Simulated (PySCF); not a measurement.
FGaH6Si2, SMILES [F][Ga]([SiH3])[SiH3].

Geometry optimised at PBE0-D3(BJ)/def2-SVP.

Calculation: TDA-LC-ωPBE/def2-SVPD run with PySCF 2.14.0.

Vertical excitations. Gas-phase values at a fixed geometry.

**Question.** Give excitation energies, oscillator strengths and character. (Estimate from the structure and the level; the computed values follow.)

**Answer.** 
```csv
state,energy (eV),λ (nm),f,main pairs
S1,4.28,290,0.000,HOMO→LUMO 98 %
S2,6.23,199,0.013,HOMO→LUMO+2 83 %
S3,6.94,179,0.868,HOMO→LUMO+1 77 %
S4,6.99,177,0.121,HOMO−1→LUMO 82 %
S5,7.54,164,0.354,HOMO→LUMO+3 75 %
S6,7.69,161,0.032,"HOMO→LUMO+5 31 %, HOMO→LUMO+6 30 %, HOMO→LUMO+4 18 %"
S7,7.72,161,0.059,"HOMO→LUMO+5 52 %, HOMO→LUMO+6 19 %, HOMO→LUMO+4 9 %"
S8,7.81,159,0.001,"HOMO−2→LUMO 56 %, HOMO−7→LUMO 35 %"
S9,8.08,153,0.014,"HOMO−5→LUMO 33 %, HOMO−7→LUMO 18 %, HOMO−4→LUMO 16 %, HOMO−2→LUMO 9 %"
S10,8.09,153,0.010,"HOMO−5→LUMO 43 %, HOMO−4→LUMO 23 %, HOMO−7→LUMO 7 %"
T1,3.56,349,0,HOMO→LUMO 96 %
T2,5.38,230,0,HOMO→LUMO+2 81 %
T3,5.58,222,0,"HOMO−1→LUMO 60 %, HOMO→LUMO+5 10 %, HOMO−5→LUMO 10 %"
T4,5.66,219,0,"HOMO→LUMO+1 38 %, HOMO→LUMO+3 35 %, HOMO−1→LUMO 7 %"
```
Triplets are in the Tamm–Dancoff approximation.
